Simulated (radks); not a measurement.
Values are calculated unless marked as measured or tabulated.
The gold anion Au-, [Hg], held by a Watson sphere: a shell of charge +1 at radius R that stands for the Madelung well of a crystal (potential energy -1/R inside, -1/r outside, in hartree with lengths in bohr). Code: a radial shooting solver on a logarithmic mesh with Libxc functionals. Model: scalar-relativistic Kohn-Sham, PBEsol, spin-unpolarised, spherical densities, point nucleus. Response by self-consistent Sternheimer equations with the Hartree and adiabatic LDA kernel, the relativistic mass of each level held fixed and spin-orbit coupling left out. The sphere does not respond.

R (bohr) = 3.21: e(5p) (eV) -59.575; e(5d) (eV) -6.779; e(6s) (eV) -6.303; <r> 6s (bohr) 2.892; sum of <r^2> (bohr^2) 71.40; X-ray form factor at sin(theta)/lambda = 0.3 1/angstrom 59.264; alpha (bohr^3) 47.68
R (bohr) = 3.27: e(5p) (eV) -59.506; e(5d) (eV) -6.703; e(6s) (eV) -6.242; <r> 6s (bohr) 2.902; sum of <r^2> (bohr^2) 71.60; X-ray form factor at sin(theta)/lambda = 0.3 1/angstrom 59.265; alpha (bohr^3) 48.43
R (bohr) = 3.49: e(5p) (eV) -59.260; e(5d) (eV) -6.435; e(6s) (eV) -6.013; <r> 6s (bohr) 2.936; sum of <r^2> (bohr^2) 72.33; X-ray form factor at sin(theta)/lambda = 0.3 1/angstrom 59.271; alpha (bohr^3) 51.22
R (bohr) = 4.35: e(5p) (eV) -58.395; e(5d) (eV) -5.520; e(6s) (eV) -5.160; <r> 6s (bohr) 3.051; sum of <r^2> (bohr^2) 74.66; X-ray form factor at sin(theta)/lambda = 0.3 1/angstrom 59.285; alpha (bohr^3) 62.35
R (bohr) = 6.32: e(5p) (eV) -56.953; e(5d) (eV) -4.052; e(6s) (eV) -3.694; <r> 6s (bohr) 3.193; sum of <r^2> (bohr^2) 77.63; X-ray form factor at sin(theta)/lambda = 0.3 1/angstrom 59.294; alpha (bohr^3) 84.58
R (bohr) = 6.48: e(5p) (eV) -56.863; e(5d) (eV) -3.962; e(6s) (eV) -3.603; <r> 6s (bohr) 3.199; sum of <r^2> (bohr^2) 77.78; X-ray form factor at sin(theta)/lambda = 0.3 1/angstrom 59.294; alpha (bohr^3) 86.07
